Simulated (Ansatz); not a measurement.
Calculated with Ansatz (gas phase, PBE0-D4/def2-TZVP geometries, no zero-point term in ΔE). CCSD(T)/CBS is the MP2 limit (def2-TZVPP, def2-QZVPP) plus CCSD(T) − MP2 in def2-TZVPP, frozen cores. This one scheme is used for every species. DFT in def2-TZVPP. B3LYP here is the variant with VWN-RPA as its local correlation; programs differ in this. Elements past krypton have def2 core potentials. For Br, Sn outer-core shells are correlated without core-valence functions, which leaves a few kJ/mol of doubt a bond. Scalar relativity is left out up to krypton.

Consider the ligand exchange at the Sn–F bond: `[F][Sn]([F])([F])[Cl]` + HBr → `[F][Sn]([F])([Cl])[Br]` + H–F.

```json
{"level": "LDA (SPW92)", "ΔE (kJ/mol)": "-57.4", "difference from CCSD(T)/CBS": "3.2"}
{"level": "PBE-D4", "ΔE (kJ/mol)": "-55.8", "difference from CCSD(T)/CBS": "4.8"}
{"level": "revPBE-D4", "ΔE (kJ/mol)": "-55.0", "difference from CCSD(T)/CBS": "5.6"}
{"level": "BLYP-D4", "ΔE (kJ/mol)": "-50.1", "difference from CCSD(T)/CBS": "10.5"}
{"level": "PBE0-D4", "ΔE (kJ/mol)": "-62.3", "difference from CCSD(T)/CBS": "-1.7"}
{"level": "BHLYP-D4", "ΔE (kJ/mol)": "-61.5", "difference from CCSD(T)/CBS": "-0.9"}
{"level": "CAM-B3LYP-D4", "ΔE (kJ/mol)": "-49.1", "difference from CCSD(T)/CBS": "11.5"}
{"level": "ωB97M-V", "ΔE (kJ/mol)": "-53.7", "difference from CCSD(T)/CBS": "6.9"}
{"level": "PBE", "ΔE (kJ/mol)": "-51.7", "difference from CCSD(T)/CBS": "8.9"}
{"level": "revPBE", "ΔE (kJ/mol)": "-49.7", "difference from CCSD(T)/CBS": "10.9"}
{"level": "B3LYP", "ΔE (kJ/mol)": "-49.2", "difference from CCSD(T)/CBS": "11.4"}
{"level": "LC-ωPBE", "ΔE (kJ/mol)": "-46.5", "difference from CCSD(T)/CBS": "14.1"}
{"level": "HF/def2-SVP", "ΔE (kJ/mol)": "-56.4", "difference from CCSD(T)/CBS": "4.2"}
{"level": "CCSD(T)/def2-SVP", "ΔE (kJ/mol)": "-46.7", "difference from CCSD(T)/CBS": "13.9"}
{"level": "CCSD/def2-TZVPP", "ΔE (kJ/mol)": "-54.1", "difference from CCSD(T)/CBS": "6.5"}
{"level": "MP2/def2-QZVPP", "ΔE (kJ/mol)": "-64.1", "difference from CCSD(T)/CBS": "-3.5"}
{"level": "CCSD(T)/CBS", "ΔE (kJ/mol)": "-60.6", "difference from CCSD(T)/CBS": "0"}
```

(1) What do rigid-rotor, harmonic-oscillator terms from PBE0-D4/def2-TZVP frequencies (298.15 K, 1 bar) make of the CCSD(T)/CBS value? (An estimate is asked.)

Largest T1 diagnostic among the species: 0.014.

Results:

(1) Computed: ΔZPE = +5.7 kJ/mol, ΔH = -53.5 kJ/mol, ΔS = 7 J/(mol·K), ΔG = -55.4 kJ/mol.

The D4 term adds −6.7 kJ/mol with B3LYP and −3.7 kJ/mol with PBE0; it sums over pairs of atoms, weighted by their polarisabilities, and B3LYP, whose exchange is more repulsive, gets the larger term. From r2SCAN to r2SCAN0 (25 % exact exchange), in def2-TZVPP and without D4, ΔE moves by −7.2 kJ/mol.
